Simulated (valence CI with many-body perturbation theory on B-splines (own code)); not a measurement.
Ge19+: what each term of the Hamiltonian does

Computed by valence CI with perturbative core correlation (CI+MBPT): three valence electrons over a frozen Dirac-Fock core [Ne], radial functions for each j: 11 s, 11 p, 9 d, 7 f, 5 g, 2 h, 1 i, with the one-electron correlation potential Σ1 (screened to all orders), the two-electron term Σ2, the three-electron term Σ3, Breit, model QED; selected single and double excitations, second order for the rest (own B-spline code, finite nucleus).

No measured levels were compared; by estimate levels of excited configurations hold to 0.05 to 0.15 % of their energy, terms of the ground configuration to about 0.5 %.

Each rung adds one term. CI alone is the Dirac-Coulomb CI over the frozen core; QED comes last and gives the full result, which names the levels. Energies are above 3s²3p ²P°_1/2 on the same rung, in cm⁻¹.

Names give the largest LS component (configuration and term), which can be under half, so a name can repeat, a term be missing and a line seem to break the LS rules; names also repeat where a configuration has a term twice.

| Level | CI alone | + Σ1 | + Σ2 | + Σ3 | + Breit | Full |
| --- | --- | --- | --- | --- | --- | --- |
| 3s²3p ²P°_3/2 | 55445 | 55631 | 55712 | 55715 | 54471 | 54591 |
| 3s3p² ⁴P_1/2 | 332906 | 331886 | 333196 | 333321 | 334105 | 332660 |
| 3s3p² ⁴P_3/2 | 359371 | 358462 | 359923 | 360057 | 360112 | 358742 |
| 3s3p² ⁴P_5/2 | 383935 | 383088 | 384459 | 384586 | 384011 | 382685 |
| 3s3p² ²D_3/2 | 455979 | 455141 | 455469 | 455567 | 455121 | 453913 |
| 3s3p² ²D_5/2 | 468781 | 468033 | 468579 | 468685 | 467594 | 466434 |
| 3s3p² ²P_1/2 | 535705 | 534813 | 531959 | 531900 | 532271 | 530838 |
| 3s3p² ²S_1/2 | 591374 | 590651 | 587809 | 587748 | 586977 | 585659 |
| 3s3p² ²P_3/2 | 604497 | 603755 | 599618 | 599593 | 598689 | 597368 |
| 3s²3d ²D_3/2 | 689170 | 688355 | 684660 | 684396 | 682445 | 682270 |
| 3s²3d ²D_5/2 | 696798 | 696110 | 692516 | 692246 | 689648 | 689528 |
| 3p³ ²D°_3/2 | 850972 | 849088 | 848670 | 848911 | 849419 | 846863 |
| 3p³ ²D°_5/2 | 871883 | 870116 | 870697 | 870999 | 870307 | 867963 |
| 3p³ ⁴S°_3/2 | 882961 | 881148 | 879164 | 879336 | 879378 | 876681 |
| 3s3p3d ⁴F°_3/2 | 931958 | 930084 | 930661 | 930669 | 929772 | 928291 |
| 3s3p3d ⁴F°_5/2 | 943910 | 942104 | 942667 | 942674 | 941270 | 939826 |
| 3p³ ²P°_1/2 | 959694 | 957987 | 956309 | 956414 | 956200 | 953660 |
| 3s3p3d ⁴F°_7/2 | 961949 | 960245 | 960813 | 960819 | 958723 | 957332 |
| 3p³ ²P°_3/2 | 979012 | 977408 | 976196 | 976314 | 975126 | 972783 |

(1) How does the ionisation energy move along the ladder, and which term matters most?

Answers

(1) CI alone 749.15, + Σ1 749.96, + Σ2 749.77, + Σ3 749.72, + Breit 749.31, + QED 749.33 eV. The largest step is Σ1, 0.81 eV. NIST lists 744 ± 3 eV (semi-empirical).
